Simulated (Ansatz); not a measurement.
Molecular dynamics of H7NSSi2

Input file:

```yaml
crystal:
  periodic: [false, false, false]
  atoms:
    - { symbol: "N", position_ang: [-0.460065, 1.89137, -0.596812] }
    - { symbol: Si, position_ang: [0.266622, 0.353395, -0.911702] }
    - { symbol: Si, position_ang: [1.102271, -0.44575, 1.147776] }
    - { symbol: S, position_ang: [-1.716042, -1.475623, -0.803246] }
    - { symbol: H, position_ang: [-0.705793, 2.244982, 0.33134] }
    - { symbol: H, position_ang: [-0.887709, 2.443195, -1.343941] }
    - { symbol: H, position_ang: [-0.599637, -0.663516, -1.855357] }
    - { symbol: H, position_ang: [1.372989, -1.920519, 1.016405] }
    - { symbol: H, position_ang: [0.109354, -0.220283, 2.260262] }
    - { symbol: H, position_ang: [2.397127, 0.232404, 1.525929] }
    - { symbol: H, position_ang: [-0.813715, -2.496752, -0.750154] }
basis:
  gaussian: { orbitals: def2-SVP }
hamiltonian:
  xc: pbe
md:
  timestep: 0.5
  n_steps: 200
  ensemble: nve
  temperature: 300.0
  initial_velocities: maxwell_boltzmann
  seed: 9449
```

Run as:

```bash
$ ansatz run input.yaml --threads 2 --pin off --max-ram 3072MiB --backend cpu --events-out ev --progress --plain --runs-dir out
```

It starts at the highest image of a converged band. Of that band: Neighbouring images differ by up to 1.8 eV, so the band resolves the path poorly. A vibrational analysis at the climbing image gives one clearly imaginary mode, 667i cm⁻¹: a first-order saddle point.

Output, in part (one step line in 3, the closing report, with atoms numbered from 0):

```
md step     0: t =     0.00 fs  T =   300.0 K  F+E_penalty+E_count = -28169.37397037 eV  E_kin = 0.349002 eV  conserved = -28169.02496837 eV  (31 SCF iters)
md step     3: t =     1.50 fs  T =   257.8 K  F+E_penalty+E_count = -28169.32414888 eV  E_kin = 0.299903 eV  conserved = -28169.02424539 eV  (31 SCF iters)
md step     6: t =     3.00 fs  T =   198.2 K  F+E_penalty+E_count = -28169.25438574 eV  E_kin = 0.230620 eV  conserved = -28169.02376535 eV  (31 SCF iters)
md step     9: t =     4.50 fs  T =   172.6 K  F+E_penalty+E_count = -28169.22500831 eV  E_kin = 0.200833 eV  conserved = -28169.02417525 eV  (31 SCF iters)
md step    12: t =     6.00 fs  T =   149.6 K  F+E_penalty+E_count = -28169.19802270 eV  E_kin = 0.174000 eV  conserved = -28169.02402270 eV  (31 SCF iters)
md step    15: t =     7.50 fs  T =   138.4 K  F+E_penalty+E_count = -28169.18504086 eV  E_kin = 0.161055 eV  conserved = -28169.02398592 eV  (31 SCF iters)
md step    18: t =     9.00 fs  T =   138.5 K  F+E_penalty+E_count = -28169.18552345 eV  E_kin = 0.161173 eV  conserved = -28169.02435066 eV  (31 SCF iters)
md step    21: t =    10.50 fs  T =   121.6 K  F+E_penalty+E_count = -28169.16538981 eV  E_kin = 0.141503 eV  conserved = -28169.02388678 eV  (31 SCF iters)
md step    24: t =    12.00 fs  T =   128.5 K  F+E_penalty+E_count = -28169.17334240 eV  E_kin = 0.149486 eV  conserved = -28169.02385664 eV  (31 SCF iters)
md step    27: t =    13.50 fs  T =   162.4 K  F+E_penalty+E_count = -28169.21331483 eV  E_kin = 0.188927 eV  conserved = -28169.02438829 eV  (31 SCF iters)
md step    30: t =    15.00 fs  T =   176.9 K  F+E_penalty+E_count = -28169.22989259 eV  E_kin = 0.205820 eV  conserved = -28169.02407222 eV  (31 SCF iters)
md step    33: t =    16.50 fs  T =   201.1 K  F+E_penalty+E_count = -28169.25770973 eV  E_kin = 0.233918 eV  conserved = -28169.02379137 eV  (31 SCF iters)
md step    36: t =    18.00 fs  T =   260.6 K  F+E_penalty+E_count = -28169.32748232 eV  E_kin = 0.303196 eV  conserved = -28169.02428678 eV  (31 SCF iters)
md step    39: t =    19.50 fs  T =   314.6 K  F+E_penalty+E_count = -28169.39017622 eV  E_kin = 0.366038 eV  conserved = -28169.02413813 eV  (31 SCF iters)
md step    42: t =    21.00 fs  T =   375.8 K  F+E_penalty+E_count = -28169.46110332 eV  E_kin = 0.437192 eV  conserved = -28169.02391149 eV  (30 SCF iters)
md step    45: t =    22.50 fs  T =   463.5 K  F+E_penalty+E_count = -28169.56356848 eV  E_kin = 0.539187 eV  conserved = -28169.02438110 eV  (30 SCF iters)
md step    48: t =    24.00 fs  T =   540.4 K  F+E_penalty+E_count = -28169.65277847 eV  E_kin = 0.628676 eV  conserved = -28169.02410264 eV  (29 SCF iters)
md step    51: t =    25.50 fs  T =   637.1 K  F+E_penalty+E_count = -28169.76468738 eV  E_kin = 0.741146 eV  conserved = -28169.02354119 eV  (30 SCF iters)
md step    54: t =    27.00 fs  T =   808.3 K  F+E_penalty+E_count = -28169.96434818 eV  E_kin = 0.940290 eV  conserved = -28169.02405855 eV  (30 SCF iters)
md step    57: t =    28.50 fs  T =  1012.2 K  F+E_penalty+E_count = -28170.20190109 eV  E_kin = 1.177542 eV  conserved = -28169.02435953 eV  (29 SCF iters)
md step    60: t =    30.00 fs  T =  1214.8 K  F+E_penalty+E_count = -28170.43777686 eV  E_kin = 1.413211 eV  conserved = -28169.02456603 eV  (29 SCF iters)
md step    63: t =    31.50 fs  T =  1383.4 K  F+E_penalty+E_count = -28170.63499844 eV  E_kin = 1.609420 eV  conserved = -28169.02557800 eV  (29 SCF iters)
md step    66: t =    33.00 fs  T =  1430.2 K  F+E_penalty+E_count = -28170.68921103 eV  E_kin = 1.663804 eV  conserved = -28169.02540708 eV  (29 SCF iters)
md step    69: t =    34.50 fs  T =  1378.4 K  F+E_penalty+E_count = -28170.62810869 eV  E_kin = 1.603496 eV  conserved = -28169.02461318 eV  (29 SCF iters)
md step    72: t =    36.00 fs  T =  1309.3 K  F+E_penalty+E_count = -28170.54811409 eV  E_kin = 1.523180 eV  conserved = -28169.02493388 eV  (29 SCF iters)
md step    75: t =    37.50 fs  T =  1203.7 K  F+E_penalty+E_count = -28170.42534000 eV  E_kin = 1.400367 eV  conserved = -28169.02497285 eV  (29 SCF iters)
md step    78: t =    39.00 fs  T =  1062.9 K  F+E_penalty+E_count = -28170.26075100 eV  E_kin = 1.236560 eV  conserved = -28169.02419117 eV  (29 SCF iters)
md step    81: t =    40.50 fs  T =   959.3 K  F+E_penalty+E_count = -28170.14021918 eV  E_kin = 1.116008 eV  conserved = -28169.02421123 eV  (29 SCF iters)
md step    84: t =    42.00 fs  T =   898.1 K  F+E_penalty+E_count = -28170.06914804 eV  E_kin = 1.044781 eV  conserved = -28169.02436697 eV  (29 SCF iters)
md step    87: t =    43.50 fs  T =   862.1 K  F+E_penalty+E_count = -28170.02722971 eV  E_kin = 1.002936 eV  conserved = -28169.02429344 eV  (29 SCF iters)
md step    90: t =    45.00 fs  T =   850.5 K  F+E_penalty+E_count = -28170.01419608 eV  E_kin = 0.989478 eV  conserved = -28169.02471759 eV  (29 SCF iters)
md step    93: t =    46.50 fs  T =   827.0 K  F+E_penalty+E_count = -28169.98664342 eV  E_kin = 0.962094 eV  conserved = -28169.02454984 eV  (29 SCF iters)
md step    96: t =    48.00 fs  T =   825.2 K  F+E_penalty+E_count = -28169.98317771 eV  E_kin = 0.959954 eV  conserved = -28169.02322413 eV  (29 SCF iters)
md step    99: t =    49.50 fs  T =   969.7 K  F+E_penalty+E_count = -28170.15193601 eV  E_kin = 1.128103 eV  conserved = -28169.02383300 eV  (29 SCF iters)
md step   102: t =    51.00 fs  T =  1199.5 K  F+E_penalty+E_count = -28170.42103824 eV  E_kin = 1.395480 eV  conserved = -28169.02555804 eV  (29 SCF iters)
md step   105: t =    52.50 fs  T =  1340.5 K  F+E_penalty+E_count = -28170.58502871 eV  E_kin = 1.559447 eV  conserved = -28169.02558147 eV  (29 SCF iters)
md step   108: t =    54.00 fs  T =  1374.7 K  F+E_penalty+E_count = -28170.62436038 eV  E_kin = 1.599273 eV  conserved = -28169.02508767 eV  (29 SCF iters)
md step   111: t =    55.50 fs  T =  1351.3 K  F+E_penalty+E_count = -28170.59712465 eV  E_kin = 1.572007 eV  conserved = -28169.02511809 eV  (29 SCF iters)
md step   114: t =    57.00 fs  T =  1283.0 K  F+E_penalty+E_count = -28170.51720230 eV  E_kin = 1.492593 eV  conserved = -28169.02460964 eV  (29 SCF iters)
md step   117: t =    58.50 fs  T =  1226.7 K  F+E_penalty+E_count = -28170.45126623 eV  E_kin = 1.427062 eV  conserved = -28169.02420412 eV  (29 SCF iters)
md step   120: t =    60.00 fs  T =  1220.7 K  F+E_penalty+E_count = -28170.44494470 eV  E_kin = 1.420067 eV  conserved = -28169.02487728 eV  (29 SCF iters)
md step   123: t =    61.50 fs  T =  1200.5 K  F+E_penalty+E_count = -28170.42195112 eV  E_kin = 1.396615 eV  conserved = -28169.02533611 eV  (29 SCF iters)
md step   126: t =    63.00 fs  T =  1114.2 K  F+E_penalty+E_count = -28170.32152389 eV  E_kin = 1.296225 eV  conserved = -28169.02529900 eV  (29 SCF iters)
md step   129: t =    64.50 fs  T =   961.6 K  F+E_penalty+E_count = -28170.14385443 eV  E_kin = 1.118671 eV  conserved = -28169.02518325 eV  (29 SCF iters)
md step   132: t =    66.00 fs  T =   766.4 K  F+E_penalty+E_count = -28169.91568829 eV  E_kin = 0.891545 eV  conserved = -28169.02414321 eV  (29 SCF iters)
md step   135: t =    67.50 fs  T =   641.0 K  F+E_penalty+E_count = -28169.76876050 eV  E_kin = 0.745685 eV  conserved = -28169.02307514 eV  (29 SCF iters)
md step   138: t =    69.00 fs  T =   682.6 K  F+E_penalty+E_count = -28169.81829165 eV  E_kin = 0.794126 eV  conserved = -28169.02416561 eV  (29 SCF iters)
md step   141: t =    70.50 fs  T =   787.4 K  F+E_penalty+E_count = -28169.94112905 eV  E_kin = 0.916049 eV  conserved = -28169.02507964 eV  (30 SCF iters)
md step   144: t =    72.00 fs  T =   859.8 K  F+E_penalty+E_count = -28170.02470759 eV  E_kin = 1.000292 eV  conserved = -28169.02441511 eV  (28 SCF iters)
md step   147: t =    73.50 fs  T =   952.7 K  F+E_penalty+E_count = -28170.13259745 eV  E_kin = 1.108280 eV  conserved = -28169.02431705 eV  (29 SCF iters)
md step   150: t =    75.00 fs  T =  1078.2 K  F+E_penalty+E_count = -28170.27908065 eV  E_kin = 1.254348 eV  conserved = -28169.02473259 eV  (29 SCF iters)
md step   153: t =    76.50 fs  T =  1202.6 K  F+E_penalty+E_count = -28170.42344294 eV  E_kin = 1.399002 eV  conserved = -28169.02444051 eV  (29 SCF iters)
md step   156: t =    78.00 fs  T =  1342.5 K  F+E_penalty+E_count = -28170.58668539 eV  E_kin = 1.561839 eV  conserved = -28169.02484642 eV  (29 SCF iters)
md step   159: t =    79.50 fs  T =  1458.3 K  F+E_penalty+E_count = -28170.72166981 eV  E_kin = 1.696497 eV  conserved = -28169.02517270 eV  (29 SCF iters)
md step   162: t =    81.00 fs  T =  1515.5 K  F+E_penalty+E_count = -28170.78773343 eV  E_kin = 1.763070 eV  conserved = -28169.02466352 eV  (29 SCF iters)
md step   165: t =    82.50 fs  T =  1549.1 K  F+E_penalty+E_count = -28170.82723505 eV  E_kin = 1.802175 eV  conserved = -28169.02506038 eV  (29 SCF iters)
md step   168: t =    84.00 fs  T =  1514.8 K  F+E_penalty+E_count = -28170.78793288 eV  E_kin = 1.762282 eV  conserved = -28169.02565046 eV  (29 SCF iters)
md step   171: t =    85.50 fs  T =  1357.2 K  F+E_penalty+E_count = -28170.60365973 eV  E_kin = 1.578852 eV  conserved = -28169.02480750 eV  (29 SCF iters)
md step   174: t =    87.00 fs  T =  1152.1 K  F+E_penalty+E_count = -28170.36460220 eV  E_kin = 1.340263 eV  conserved = -28169.02433966 eV  (29 SCF iters)
md step   177: t =    88.50 fs  T =   954.0 K  F+E_penalty+E_count = -28170.13419654 eV  E_kin = 1.109808 eV  conserved = -28169.02438858 eV  (29 SCF iters)
md step   180: t =    90.00 fs  T =   771.3 K  F+E_penalty+E_count = -28169.92098054 eV  E_kin = 0.897239 eV  conserved = -28169.02374117 eV  (29 SCF iters)
md step   183: t =    91.50 fs  T =   665.4 K  F+E_penalty+E_count = -28169.79772421 eV  E_kin = 0.774051 eV  conserved = -28169.02367337 eV  (29 SCF iters)
md step   186: t =    93.00 fs  T =   642.1 K  F+E_penalty+E_count = -28169.77132019 eV  E_kin = 0.747005 eV  conserved = -28169.02431547 eV  (29 SCF iters)
md step   189: t =    94.50 fs  T =   645.3 K  F+E_penalty+E_count = -28169.77480279 eV  E_kin = 0.750756 eV  conserved = -28169.02404727 eV  (29 SCF iters)
md step   192: t =    96.00 fs  T =   699.7 K  F+E_penalty+E_count = -28169.83777032 eV  E_kin = 0.813987 eV  conserved = -28169.02378285 eV  (29 SCF iters)
md step   195: t =    97.50 fs  T =   827.4 K  F+E_penalty+E_count = -28169.98696367 eV  E_kin = 0.962581 eV  conserved = -28169.02438255 eV  (29 SCF iters)
md step   198: t =    99.00 fs  T =   971.9 K  F+E_penalty+E_count = -28170.15520658 eV  E_kin = 1.130692 eV  conserved = -28169.02451500 eV  (29 SCF iters)
md step   200: t =   100.00 fs  T =  1063.9 K  F+E_penalty+E_count = -28170.26229712 eV  E_kin = 1.237667 eV  conserved = -28169.02462979 eV  (30 SCF iters)
Total energy: -28170.26233690 eV, -1035.2380463914 hartree
Atom 0 at    -0.717446     1.733636    -0.773337 Å, force     1.405405    -1.035526    -1.118634 eV/Å
Atom 1 at     0.122942     0.153392    -0.726231 Å, force    -0.975295    -0.395457     0.176722 eV/Å
Atom 2 at     1.400609    -0.372832     1.247522 Å, force    -0.673689     0.081645     0.778020 eV/Å
Atom 3 at    -1.803160    -1.322174    -0.973617 Å, force     0.987936     0.761818    -0.060121 eV/Å
Atom 4 at    -1.119109     2.065760     0.086887 Å, force    -0.359890     0.460542     0.460296 eV/Å
Atom 5 at    -0.637870     2.433953    -1.552570 Å, force    -0.098915    -0.873431     0.973032 eV/Å
Atom 6 at     1.356798     0.068457    -1.591641 Å, force    -0.571703     0.098843    -0.834288 eV/Å
Atom 7 at     1.670578    -1.789958     1.689646 Å, force     0.117670    -0.202573    -0.652511 eV/Å
Atom 8 at     0.480971    -0.072952     2.387737 Å, force    -0.095179     0.459502     0.325064 eV/Å
Atom 9 at     2.699526     0.395921     1.455802 Å, force    -0.264473     0.002518    -0.277842 eV/Å
Atom 10 at    -1.540039    -2.629529    -1.366413 Å, force     0.528131     0.642118     0.230262 eV/Å
Dipole moment:     0.186357     0.367099    -0.182195 e Å
```

All steps were run. The conserved energy stayed within 0.17 meV per atom of its start (net change 0.031 meV per atom), so the integration is sound. The system heated up, since it started high on the potential surface and ran downhill. A run of 0.1 ps of so small a system gives no equilibrium averages. The orbitals stay closed-shell, which can raise the energy where a bond breaks towards radicals; this wasn't checked here.

The step under study would form S4–H7 and break Si2–H7. These pairs go: S4–H7 1.74 → 3.51 Å, Si2–H7 1.64 → 1.51 Å. In the last frame they stand as before the step (other bonds may differ from the relaxed reactants and products). It ends as one piece, H7NSSi2. Pairs count as bonded within 1.25 times the sum of covalent radii (0.12 Å more for H–H).

Last frame:

```xyz
11
Properties=species:S:1:pos:R:3
N -0.717 1.734 -0.773
Si 0.123 0.153 -0.726
Si 1.401 -0.373 1.248
S -1.803 -1.322 -0.974
H -1.119 2.066 0.087
H -0.638 2.434 -1.553
H 1.357 0.069 -1.592
H 1.671 -1.790 1.690
H 0.481 -0.073 2.388
H 2.700 0.396 1.456
H -1.540 -2.630 -1.366
```

The run took 10 min on 2 threads of Arm Neoverse N1 (shared host), peak memory 0.14 GiB.
